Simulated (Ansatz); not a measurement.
Basis-set extrapolation for H5O2SSi2 (`O[SiH](O)S[SiH2]`) radical (PBE0-D4/def2-TZVP geometry, frozen core, the Gaussian-basis code of Ansatz). Multiplicity 2, UHF reference.

|  | def2-TZVPP | def2-QZVPP |
| --- | --- | --- |
| HF | -1128.268906 | -1128.305854 |
| MP2 correlation | -0.877543 | -0.951466 |
| CCSD(T) correlation | -0.957723 | not run |

Energies in hartree. Use E(X) = E(∞) + A·exp(−7.88·√X) for Hartree–Fock and E(X) = E(∞) + B·X^(−2.97) for correlation, with X = 3 and 4, and add CCSD(T) minus MP2 of the smaller set to the MP2 limit.

What is the CCSD(T) energy at the basis-set limit?

HF limit: -1128.305854 + (-0.036948) × 0.13774 = -1128.31094. MP2 limit: -0.951466 + (-0.073923) × 0.74074 = -1.00622. Higher-order term: -0.957723 − (-0.877543) = -0.08018. Total: -1129.39734 hartree, 107.1 kcal/mol below CCSD(T)/def2-TZVPP.
